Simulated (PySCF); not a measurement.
SMILES C1=CC1=C1C=C(C#C)C=C1, C10H6

Geometry:
```tsv
atom	x (Å)	y (Å)	z (Å)
C1	3.574	1.833	0.966
C2	2.604	1.215	0.616
C3	1.489	0.470	0.198
C4	0.179	0.720	0.473
C5	-0.610	-0.311	-0.164
C6	-1.939	-0.430	-0.140
C7	-3.255	0.003	0.257
C8	-3.169	-1.091	-0.493
C9	0.327	-1.193	-0.837
C10	1.573	-0.726	-0.621
H11	4.415	2.378	1.275
H12	-0.221	1.529	1.055
H13	-3.857	0.704	0.783
H14	-3.656	-1.890	-0.999
H15	0.040	-2.061	-1.402
H16	2.498	-1.142	-0.977
```

Computed with TDDFT wB97X-D/def2-SVPD excited states, vertical, gas phase (PySCF). Geometry: GFN2-xTB.

Question: How strongly do the lowest singlets absorb one photon, and two photons of half the energy?

Answer: δ for parallel linear polarisation; σ at the peak of a Lorentzian of half width 0.1 eV, single beam; Ω is circular over linear.
| state | E (eV) | f | photon λ (nm) | δ (au) | σ (GM) | Ω | main |
| --- | --- | --- | --- | --- | --- | --- | --- |
| S1 | 3.98 | 0.058 | 622 | 86.8 | 0.51 | 0.64 | HOMO→LUMO 0.54, HOMO→LUMO+1 0.25 |
| S2 | 4.32 | 0.006 | 574 | 67.7 | 0.46 | 1.49 | HOMO→LUMO+1 0.38, HOMO−1→LUMO+1 0.27 |
| S3 | 4.67 | 0.437 | 531 | 34 | 0.27 | 0.77 | HOMO−1→LUMO 0.72, HOMO→LUMO+1 0.23 |
| S4 | 4.88 | 0.315 | 509 | 22.9 | 0.20 | 1.07 | HOMO−1→LUMO+1 0.62, HOMO→LUMO 0.26 |
| S5 | 5.54 | 0.000 | 447 | 0.14 | 0.00 | 1.50 | HOMO−2→LUMO 0.57, HOMO−2→LUMO+1 0.22 |

Among these, the strongest one-photon state is S3, the strongest two-photon state S1, with a dipole change of 3.8 D (relaxed, norm of the difference vector).
